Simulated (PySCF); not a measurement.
PySCF job for Si(H)(Cl)3 cation (Cl3HSi), SMILES Cl[SiH](Cl)Cl (connectivity only; charge and spin as stated), charge +1, multiplicity 2, PBE0/pcH-1. Geometry: PBE0-D3(BJ)/def2-SVP. The multiplicity is an assumed one; other spin states were not compared. The isomer is the one that the SMILES or the coordinates give; other isomers of the formula were not compared.

```python
import numpy as np
from pyscf import gto, scf, dft
from pyscf.prop.hfc import uks as hfc
from pyscf.prop.gtensor import uks as gtensor

mol = gto.M(
    atom='''
    Si   -0.00000000    0.00000000    0.19928680
    Cl   -1.71214797   -0.98850909   -0.09062102
    Cl   -0.00000000    1.97701818   -0.09062102
    Cl    1.71214797   -0.98850909   -0.09062102
    H    -0.00000000    0.00000000    1.83165686
    ''',
    basis='pcH-1',
    charge=1,
    spin=1,
    max_memory=1600,
    verbose=3,
)
mf = dft.UKS(mol, xc='pbe0').density_fit(auxbasis='def2-universal-jkfit')
mf.grids.level = 3
mf.conv_tol = 1e-10
mf.max_cycle = 100
mf.kernel()
fine, coarse = mf.grids, dft.Grids(mol).set(level=1).build(with_non0tab=True)
for _ in range(3):  # follow internal instabilities
    mf.grids = coarse
    mo, _, stable, _ = mf.stability(return_status=True, nroots=4)
    mf.grids = fine
    if stable:
        break
    mf.kernel(mf.make_rdm1(mo, mf.mo_occ))
A = hfc.HFC(mf).make_fcdip(mf.make_rdm1())  # Fermi contact and dipolar terms, MHz
print('atom   A(iso)/MHz   principal dipolar parts/MHz')
for i, a in enumerate(A):
    w = np.linalg.eigvalsh((a + a.T) / 2)
    print(f'{mol.atom_symbol(i):2s}{i + 1:3d} {w.mean():12.2f}', (w - w.mean()).round(2))
gt = gtensor.GTensor(mf)
gt.dia_soc2e, gt.para_soc2e, gt.so_eff_charge = None, None, True
gt.max_cycle_cphf = 60
g = gt.kernel()
```

Log of the run:

```

WARN: HOMO -0.312931350215796 >= LUMO -0.312931350215806

converged SCF energy = -1669.79727389962  <S^2> = 0.7578707  2S+1 = 2.0078553
<class 'pyscf.df.df_jk.DFUKS'> wavefunction is stable in the internal stability analysis
atom   A(iso)/MHz   principal dipolar parts/MHz
Si  1       105.72 [-11.88   5.94   5.94]
Cl  2         0.23 [-36.15 -34.8   70.95]
Cl  3         0.23 [-36.15 -34.8   70.95]
Cl  4         0.23 [-36.15 -34.8   70.95]
H   5       895.02 [-8.19 -8.19 16.38]
SOC(1e)/OZ [0.04147486 0.04147458 0.01149013]
free electron g 2.00231930436182
g-tensor total [2.04366889 2.0436686  2.01367787]
g-shift (ppt) [41.34958273 41.34929452 11.35856109]
```

Self-consistency was reached.

Cost: very roughly 70 core-seconds.
